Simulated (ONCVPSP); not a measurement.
What the settings do to the ONCV potential of N

Base potential:

ONCVPSP 4.0.1 input, shortened (lines: element, Z, core and valence counts, functional; n l f; lmax; l rc ep ncon nbas qcut; lloc lpopt rc5 dvloc0; l nproj debl; icmod fcfact rcfact), PBEsol, fully relativistic:

```
  N 7.00    1    2  -116133      upf
    1    0    2.00
    2    0    2.00
    2    1    3.00
    1
    0    0.75    0.00    4    7   10.90
    1    1.50    0.00    4    9   11.50
    0    5    0.75    0.00
    0    0    3.60
    1    2    1.60
    3    2.00    1.20
```

Open shells are filled in proportion to 2j + 1.

All-electron outer shells of the reference configuration (PBEsol, scalar-relativistic, ld1.x):

```csv
shell,level (eV),outermost node (bohr),outermost maximum (bohr)
1s,-383.09,–,0.15
2s,-18.46,0.32,1.02
2p,-7.04,–,0.98
```

Cutoffs, loose and tight: the cutoffs (Ha) at which the residual kinetic energy of the hardest occupied pseudo-wave falls to 1 and 0.1 mHa per electron. They do not see the model core or the augmentation charge, which bear on the density cutoff. Test errors are all-electron minus pseudo excitation energies from the reference, over the configurations 2s2 2p2; 2s2 2p1; 2s2 2p0; 2s0 2p5. A dash means not determined; rows that change the core or the reference have their own tests.

| change | outcome | cutoff, loose | cutoff, tight | bound ghosts | GHOST(+) flags above zero | largest test error (meV) |
| --- | --- | --- | --- | --- | --- | --- |
| base | generated | 33 Ha | 176 Ha | none | none | +386 |
| core correction Teter function, fcfact 2, rcfact 0.98 | generated | 33 Ha | 176 Ha | none | none | +416 |
| core correction Teter function, fcfact 2, rcfact 1.08 | generated | 33 Ha | 176 Ha | none | none | +405 |
| core correction Teter function, fcfact 2, rcfact 1.18 | generated | 33 Ha | 176 Ha | none | none | +389 |
| core correction Teter function, fcfact 2, rcfact 1.36 | generated | 33 Ha | 176 Ha | none | none | +348 |
| core correction Teter function, fcfact 2, rcfact 1.44 | generated | 33 Ha | 176 Ha | none | none | +327 |
| core correction Teter function, fcfact 2, rcfact 1.54 | generated | 33 Ha | 176 Ha | none | none | +299 |
| core correction Teter function, fcfact 2, rcfact 1.66 | generated | 33 Ha | 176 Ha | none | none | +266 |
| core correction Teter function, fcfact 2, rcfact 1.78 | generated | 33 Ha | 176 Ha | none | none | +233 |
| core correction Teter function, fcfact 2, rcfact 1.92 | generated | 33 Ha | 176 Ha | none | none | +194 |
| core correction Teter function, fcfact 2, rcfact 2.04 | generated | 33 Ha | 176 Ha | none | none | +161 |

Reading the sweep of the rcfact (base included, trends over the rows without a ghost): The loose cutoff stays near 33 Ha. The median size of the test errors (rows with all tests solved) falls from 54.5 meV at 0.98 to 29.8 meV at 2.04.
